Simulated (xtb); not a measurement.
pinacolborane (C₆H₁₃BO₂), singlet, at a GFN2-xTB geometry; GFN1-xTB run with xtb.

Input for xtb:
```
$ xtb mol.xyz --gfn 1 --etemp 5000 --json

# file mol.xyz
22

C     -1.77504489    -0.15419211     0.95810353
C     -0.76840575    -0.13730342    -0.19880335
C     -1.15823124    -1.21383039    -1.21017274
O     -0.86942477     1.14841393    -0.81692468
B      0.21679455     1.88224231    -0.47765229
O      1.13781395     1.18178064     0.22559658
C      0.73092190    -0.18813684     0.28138958
C      0.93589637    -0.71651378     1.70003172
C      1.64641146    -0.96262237    -0.67469209
H     -2.76727097     0.03377745     0.55440757
H     -1.54858855     0.63559343     1.66969349
H     -1.77551462    -1.11521817     1.46352174
H     -2.20548957    -1.08539787    -1.47234630
H     -0.57277491    -1.13035295    -2.12003870
H     -1.02218357    -2.20221407    -0.77984665
H      0.34570089     3.00142624    -0.76166501
H      0.43205319    -0.09141387     2.43008365
H      1.99904572    -0.70697816     1.92719343
H      0.56858196    -1.73602217     1.77924377
H      1.55575249    -0.57339505    -1.68547743
H      2.67628670    -0.82371634    -0.35394660
H      1.41402789    -2.02326310    -0.66707659
```

Output, abridged:

```
   ID    Z sym.   atoms
    1    6 C      1-3, 7-9
    2    8 O      4, 6
    3    5 B      5
    4    1 H      10-22

           -------------------------------------------------
          |                Calculation Setup                |
           -------------------------------------------------

           -------------------------------------------------
          |                 G F N 1 - x T B                 |
           -------------------------------------------------

          ...................................................
          :                      SETUP                      :
          :.................................................:
          :  # basis functions                  62          :
          :  # atomic orbitals                  62          :
          :  # shells                           44          :
          :  # electrons                        52          :
          :  # halogen bonds                     0          :
          :  max. iterations                   250          :
          :  Hamiltonian                  GFN1-xTB          :
          :  restarted?                      false          :
          :  GBSA solvation                  false          :
          :  PC potential                    false          :
          :  electronic temp.         5000.0000000     K    :
          :  accuracy                    1.0000000          :
          :  -> integral cutoff          0.2500000E+02      :
          :  -> integral neglect         0.1000000E-07      :
          :  -> SCF convergence          0.1000000E-05 Eh   :
          :  -> wf. convergence          0.2000000E-04 e    :
          :  Broyden damping             0.4000000          :
          :  net charge                          0          :
          :  unpaired electrons                  0          :
          ...................................................

 iter      E             dE          RMSdq      gap      omega  full diag
   1    -30.8188964 -0.308189E+02  0.820E+00    7.69       0.0  T
   2    -30.9373355 -0.118439E+00  0.484E+00    8.01       1.0  T
   3    -30.9365109  0.824642E-03  0.111E+00    6.98       1.0  T
   4    -30.9432961 -0.678525E-02  0.183E-01    7.62       1.0  T
   5    -30.9437015 -0.405375E-03  0.455E-02    7.50       1.0  T
   6    -30.9437159 -0.144214E-04  0.282E-03    7.52       7.6  T
   7    -30.9437160 -0.115001E-06  0.117E-03    7.52      18.1  T
[...]
         :: total energy             -30.620714626847 Eh    ::
[...]
    21H     0.04611  0.10201   0.954  0.000  0.000
    22H     0.02682  0.08113   0.973  0.000  0.000

Wiberg/Mayer (AO) data.
largest (>0.10) Wiberg bond orders for each atom

 ---------------------------------------------------------------------------
     #   Z sym  total        # sym  WBO       # sym  WBO       # sym  WBO
 ---------------------------------------------------------------------------
     1   6 C    3.996 --     2 C    0.993    12 H    0.987    11 H    0.982
                            10 H    0.982
     2   6 C    3.904 --     3 C    0.998     1 C    0.993     7 C    0.937
                             4 O    0.922
     3   6 C    3.995 --     2 C    0.998    15 H    0.986    13 H    0.982
                            14 H    0.982
     4   8 O    2.172 --     5 B    1.117     2 C    0.922
     5   5 B    3.229 --     4 O    1.117     6 O    1.117    16 H    0.949
     6   8 O    2.172 --     5 B    1.117     7 C    0.922
     7   6 C    3.904 --     8 C    0.998     9 C    0.993     2 C    0.937
                             6 O    0.922
     8   6 C    3.995 --     7 C    0.998    19 H    0.986    18 H    0.982
                            17 H    0.982
     9   6 C    3.996 --     7 C    0.993    22 H    0.987    20 H    0.982
                            21 H    0.982
    10   1 H    1.007 --     1 C    0.982
    11   1 H    1.004 --     1 C    0.982
    12   1 H    1.004 --     1 C    0.987
    13   1 H    1.005 --     3 C    0.982
    14   1 H    1.007 --     3 C    0.982
    15   1 H    1.004 --     3 C    0.986
    16   1 H    0.999 --     5 B    0.949
    17   1 H    1.007 --     8 C    0.982
    18   1 H    1.005 --     8 C    0.982
    19   1 H    1.004 --     8 C    0.986
    20   1 H    1.004 --     9 C    0.982
    21   1 H    1.007 --     9 C    0.982
    22   1 H    1.004 --     9 C    0.987
 ---------------------------------------------------------------------------

Topologies differ in total number of bonds
Writing topology from bond orders to xtbtopo.mol

 dipole moment from electron density (au)
     X       Y       Z
  -0.1175  -1.0204   0.2589  total (Debye):    2.692

           -------------------------------------------------
          | TOTAL ENERGY              -30.620714626847 Eh   |
          | GRADIENT NORM               0.026499131579 Eh/α |
          | HOMO-LUMO GAP               7.519877330762 eV   |
           -------------------------------------------------

normal termination of xtb
```
